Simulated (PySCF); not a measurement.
Excitations are Tamm–Dancoff values on a coarser integration grid. The basis has no diffuse functions, so Rydberg states are missing or too high.

Species: H3ClSi, SMILES `[SiH3]Cl` (charge 0, multiplicity 1).

Give the S1 excitation (TDA), T1 excitation (TDA), HOMO–LUMO gap, S1 oscillator strength and S1–T1 gap (TDA) at the level PBE-D3(BJ)/def2-TZVP // B3LYP-D3(BJ)/def2-TZVP (PySCF 2.14.0).


```
Item                      Value
----------------------  -------
S1 excitation (TDA)     6.76 eV
T1 excitation (TDA)     6.40 eV
HOMO–LUMO gap           6.63 eV
S1 oscillator strength    0.008
S1–T1 gap (TDA)         0.36 eV
```
